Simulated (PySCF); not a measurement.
Compound: C4H9OP2 (charge +1).
Geometry (PBE0-D3(BJ)/def2-SVP, Å), atoms numbered from 1 in this order:
```xyz
16
C4H9OP2 angstrom
C     -1.840   -1.701   -0.018
P     -1.246   -0.151   -0.820
C      0.485   -0.218   -0.467
C      1.708   -0.190   -0.355
P      3.392   -0.077   -0.216
C     -1.688    1.186    0.451
O     -1.002    2.360    0.199
H     -1.456   -2.571   -0.568
H     -1.561   -1.774    1.043
H     -2.937   -1.708   -0.108
H      3.963    0.813   -1.154
H      3.815    0.378    1.053
H      4.021   -1.325   -0.418
H     -1.420    0.826    1.456
H     -2.789    1.283    0.411
H     -1.463    2.868   -0.478
```

Linear response at wB97X-D/def2-SVPD (PySCF, frozen core in the response, non-relativistic).

Static isotropic polarisability: 106.21 au (15.74 Å³), principal values 74.0, 90.0, 154.6 au.

Task: What is the polarisability at 1064 nm and at the sodium D line?

Result: 107.91 au at 1064 nm (+1.6 %), 112.30 au at 589.3 nm (+5.7 %). The rise at 589.3 nm is 3.58 times that at 1064 nm; a pure ω² law gives 3.26. The lowest singlet lies at 327 nm, shorter than both wavelengths.

Task: What is the isotropic C6 coefficient between two such ions, C6 = (3/π)∫α(iω)² dω?

Result: 3803 au (Eh·bohr⁶) by a ten-point quadrature over imaginary frequencies, which is 2270 eV·Å⁶ or 219 J·nm⁶/mol.

Task: Which effective excitation energy ω̄ makes London's formula C6 = (3/4)α²ω̄ exact here?

Result: ω̄ = 4·C6/(3α²) = 0.449 Eh = 12.2 eV. A one-pole form α(ω) = α/(1 − ω²/ω̄²) fitted to the 1064 nm value gives 9.3 eV. London's choice of the ionisation energy (12.47 eV, ΔSCF at the same level) gives C6 = 3880 au, 2 % too high.

Task: What molar refraction at the D line follows from R = (4π/3)·N_A·α′, with α′ the polarisability volume?

Result: α′ = 16.64 Å³ gives R = 41.98 cm³/mol, for isolated, non-vibrating species.

Task: The lowest 10 singlets have (eV, f): 3.79, 0.005; 4.49, 0.171; 5.33, 0.034; 5.52, 0.171; 5.86, 0.007; 6.04, 0.025; 6.13, 0.131; 6.46, 0.003; 6.78, 0.010; 7.03, 0.025. What share of the static polarisability do they carry in the sum over states α = Σ f/ω²?

Result: 15.42 au, 14.5 % of α; the largest term, 6.30 au, is that of the state at 4.49 eV. Their oscillator strengths add up to 0.58. Higher states carry the rest.

Task: How anisotropic is the static polarisability, by Δα² = ½[(α1 − α2)² + (α2 − α3)² + (α3 − α1)²]?

Result: Δα = 73.9 au, or 0.70 of the isotropic value.

One conformer stands for the species.

The pairwise dispersion term of wB97X-D wasn't added to the energies; at a given geometry it leaves orbitals and properties as they are.
